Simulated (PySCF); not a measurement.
Isomers of C4H4. All species are isolated molecules in the gas phase. Strings in code marks are SMILES.

The HOMO–LUMO gap from two functionals at the same geometries (CAM-B3LYP-D3(BJ)/def2-TZVP), both in PySCF: PBE-D3(BJ)/def2-TZVP and TPSSh-D3(BJ)/def2-TZVP. 

| species | PBE-D3(BJ)/def2-TZVP (eV) |
|---|---|
| `C#CC=C` | 4.30 |
| `C1C=CC=1` | 1.98 |
| `C=C1C=C1` | 3.36 |
| `C=C=C=C` | 3.69 |

Problem. What does TPSSh-D3(BJ)/def2-TZVP give for each?

Solution. 
- `C#CC=C`: 5.26
- `C1C=CC=1`: 2.94
- `C=C1C=C1`: 4.40
- `C=C=C=C`: 4.56
Over these rows, drawn at random from the members with no instability flagged (it was tested for open shells, ions and some series alone), PBE minus TPSSh-D3(BJ): mean -0.95 eV, from -1.04 eV to -0.87 eV.
